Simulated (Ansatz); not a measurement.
`O[SiH2]/C=C\[SiH](O)F` + H₂O → `O[SiH2]/C=C\[SiH](O)O` + H–F  (formal hydrolysis of the Si–F bond)

Gas-phase electronic energies from Ansatz, PBE0-D4/def2-TZVP geometries. CCSD(T)/CBS adds triple-zeta CCSD(T) − MP2 to the extrapolated MP2 energy (def2 sets, frozen cores). This one scheme is used for every species. Double bonds are as drawn, so ΔE can hold a change between cis and trans. Functionals use def2-TZVPP. One conformer a species, not always the lowest.

`O[SiH2]/C=C\[SiH](O)F`:

Cartesian coordinates in Å:
```
O 1.805 0.144 0.263
Si 1.283 -1.177 -0.587
C -0.572 -1.204 -0.720
C -1.418 -0.264 -0.278
Si -1.015 1.344 0.574
O -0.263 1.199 2.008
F -0.088 2.201 -0.431
H 1.797 0.987 -0.200
H 1.875 -1.198 -1.952
H 1.746 -2.361 0.176
H -1.000 -2.086 -1.203
H -2.486 -0.440 -0.427
H -2.245 2.124 0.810
H 0.580 0.732 1.965
```

H₂O:

Cartesian coordinates in Å:
```
O -0.083 -0.272 -0.266
H -0.694 0.166 0.330
H 0.776 0.105 -0.064
```

`O[SiH2]/C=C\[SiH](O)O`:

Z-matrix (Å, degrees):
```
Si
C 1 1.867
O 1 1.637 2 112.9
H 1 1.485 2 109.0 3 -118.6
H 1 1.491 2 106.9 3 124.5
C 2 1.338 1 128.6 3 -3.6
H 2 1.094 1 114.4 3 177.0
H 3 0.968 1 116.3 2 49.5
Si 6 1.853 2 129.3 1 0.7
H 6 1.092 2 117.7 1 -179.9
O 9 1.645 6 108.0 2 -167.3
O 9 1.659 6 107.9 2 -49.5
H 9 1.487 6 114.0 2 72.7
H 11 0.957 9 117.4 6 -126.7
H 12 0.959 9 116.8 6 -160.3
```

H–F:

```xyz
2

F    -0.306    0.255    0.231
H     0.306   -0.255   -0.231
```

```json
{"level": "PBE0-D4", "ΔE (kJ/mol)": "48.9"}
{"level": "SCS-MP2/def2-QZVPP", "ΔE (kJ/mol)": "51.4"}
```

Question: What does CCSD(T)/CBS give? (Best estimate.)

Answer: The calculation gave: +51.2 kJ/mol. The listed levels differ from it by -2.3, 0.2 kJ/mol.

Largest T1 diagnostic among the species: 0.012.

In def2-TZVPP, CCSD(T) changes the Hartree–Fock value by −6.7 kJ/mol (the triples alone add −1.0 kJ/mol) and MP2 by −8.8 kJ/mol.
